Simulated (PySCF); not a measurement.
CoO (SMILES [O]=[Co]), quartet (typed; the unrestricted solution is spin-contaminated), at a GFN2-xTB geometry (such geometries of metal compounds can be far from the true shape). Base run: DF-HF/3-21G in PySCF.

The PySCF input:
```python
from pyscf import gto, scf

mol = gto.M(
    atom='''
Co   -0.00000000   -0.00000000   -0.35224532
O     0.00000000    0.00000000    1.18882794
''',
    basis='3-21g',
    spin=3,
    verbose=4,
)

mf = scf.UHF(mol)
mf = mf.density_fit(auxbasis='def2-universal-jkfit')
mf.kernel()
mf.analyze()
```

Variants of this job, named by their change:

| change | basis functions | E (Eh) | HOMO (eV) | dipole (D) | outcome |
|---|---|---|---|---|---|
| base | 36 | -1448.96174 | -7.84 | 2.28 | converged |
| basis = pcseg-0 | 33 | -1452.83352 | -8.26 | 6.20 | converged |
| basis = def2-SV(P) | … | … | -8.14 | … | converged |
| basis = def2-SVP | 45 | -1455.89538 | -8.14 | 2.60 | converged |
| basis = 6-31G* | 48 | - | - | - | not converged |
| basis = cc-pVDZ | 57 | - | - | - | not converged |
| basis = aug-pcseg-1 | 70 | -1455.91071 | -8.46 | 2.78 | converged |
| basis = def2-TZVP | 76 | - | - | - | not converged |
| basis = pcseg-2 | 86 | -1456.15447 | -9.27 | 7.28 | converged |
| basis = pc-2 | 86 | -1456.15804 | -9.28 | 7.30 | converged |
| basis = def2-QZVP | 141 | - | - | - | not converged |
| basis = def2-QZVPP | 157 | - | - | - | not converged |
| basis = cc-pVQZ | 159 | - | - | - | not converged |

**Question.** Complete the blanks.

**Answer.** 
- basis = def2-SV(P), basis functions: 38
- basis = def2-SV(P), E (Eh): -1455.88845
- basis = def2-SV(P), dipole (D): 2.59

Totals compare only among sets that treat the same electrons; sets with core potentials leave the core out.

Open shells are given as the SCF converged; they aren't shown to be the lowest states, and a large step between rows can be another state.
